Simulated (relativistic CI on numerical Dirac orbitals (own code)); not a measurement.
## What each ingredient does to the levels of Dy⁴⁹⁺

Base calculation: Dirac-Coulomb-Breit CI, orbitals from a KLI potential per configuration, QED by a radiative potential, unscaled Slater integrals.

CI space (outside the closed core [Ne]): 3s2.3p5, 3s.3p6, 3s2.3p4.3d, 3s.3p5.3d, 3p6.3d, 3s.3p4.3d2, 3s2.3p3.3d.4p, 3p6.4s, 3s.3p4.3d.4s, 3s2.3p4.4s, 3p6.4p, 3s2.3p4.4p, 3s2.3p3.3d2, 3s2.3p2.3d3, 3s.3p3.3d3, 3s2.3p2.3d2.4s, 3s2.3p2.3d2.4p. Double excitations out of closed p, d and f shells are left out; levels of such configurations are missing from the list, as are those of other unlisted configurations, and high levels can miss mixing partners.

Variants: (1) only the first 3 configurations; (2) non-relativistic limit. Shifts of the energy above 3s2.3p5 2P°_3/2, in eV, for the lowest level and the first level of each name with at least 55 % of one term (blank where a level changes its place among those of its configuration and J or its character, or is not in the variant):

```tsv
Level	Base	Δ(1)	Δ(2)
3s2.3p5 2P°_3/2	0.000	0.000	0.000
3s2.3p5 2P°_1/2	201.042	+1.194	-201.042
3s2.3p4.3d 2D_3/2	228.345	-1.952	
3s2.3p4.3d 4F_9/2	253.284	-3.321	-57.307
3s.3p6 2S_1/2	364.534	-0.406	-232.051
3s2.3p4.3d 4D_1/2	394.195	-1.824	
3s2.3p4.3d 2G_7/2	412.896	-2.289	-206.216
3s2.3p4.3d 2G_9/2	457.805	-2.262	-251.126
3s.3p5.3d 4P°_1/2	550.688		-237.443
```

At this charge energies of transitions that change n are usually good to better than 1 %, and those within a shell (Δn = 0) to a few per cent.

Ionisation energy from the two ground configurations alone: base 4407.16 eV. The NIST ASD value (theoretical) is 4407 eV.

LS names give the leading component of a level, which can be under half, so a name can repeat, a term be missing and a line seem to break the LS rules.
